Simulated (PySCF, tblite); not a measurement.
C5H7ClF2Si.
Structure used (GFN2-xTB), in Å, numbered top down from 1:
```
atom  x, y, z in Å
F1     3.0790   -1.2208    0.3246
C2     1.7536   -0.9178    0.3213
F3     1.3196   -1.1823    1.5864
C4     1.5197    0.5266   -0.0306
C5     1.2060    0.9131   -1.4349
C6     0.1801    0.9261   -0.6286
Si7   -1.6178    1.0532   -0.1685
C8    -2.0079   -0.6163    0.6803
Cl9   -1.7518   -1.9294   -0.5076
H10    1.2456   -1.6193   -0.3578
H11    2.0473    1.2093    0.6290
H12    1.6412    1.0575   -2.3922
H13   -2.4261    1.2051   -1.3761
H14   -1.8079    2.1304    0.8055
H15   -1.3501   -0.8281    1.5205
H16   -3.0382   -0.6983    1.0173
```

Jobs on this species (16 atoms, 86 electrons) with PySCF (density fitting) and tblite. Hardware of each: one thread of an Arm Neoverse N1 (shared host). Times come from a shared host and carry two figures at best.

| level and settings | work | basis functions | SCF cycles | wall time |
| --- | --- | --- | --- | --- |
| GFN2-xTB | L-BFGS relaxation | – | – | 0.86 s |
| PBE0/pcSseg-1 | shieldings, ring-centre shieldings, charges and field gradients | 202 | ? | ? |
| GFN2-xTB | Hessian by finite differences | – | – | 1.1 s |

Question: Fill in the missing figures.

Answer: 
- PBE0/pcSseg-1; shieldings, ring-centre shieldings, charges and field gradients: 59 s, 14 SCF cycles

Question: What do all jobs in the table cost together?

Answer: About 61 s; the longest takes about 97 % of that, and about 69 times as long as the shortest.
